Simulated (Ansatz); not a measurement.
`CSB(N)F`. Total charge 0; spin multiplicity 1.

```xyz
10

C    -1.5886    1.0958    0.0267
S    -0.0556    0.7895   -0.8851
B     0.6737   -0.5542    0.0955
N     1.8997   -1.1264   -0.2496
F     0.0270   -1.0134    1.1769
H    -1.3779    1.4098    1.0472
H    -2.1076    1.8982   -0.4960
H    -2.2185    0.2083    0.0373
H     2.3065   -1.8699    0.2904
H     2.4414   -0.8374   -1.0431
```

Q: Give the diagnostics of a CCSD(T)/def2-TZVPP run (frozen core, Ansatz 0.2.0). (Estimate.)

A: The calculation gave: T1 = 0.0114, largest single amplitude 0.023, largest double 0.026, (T) share of the correlation energy 3.7 %, 9 CCSD cycles. The RHF solution is stable towards an unrestricted one. T1 lies under the customary mark of 0.02 for closed shells.
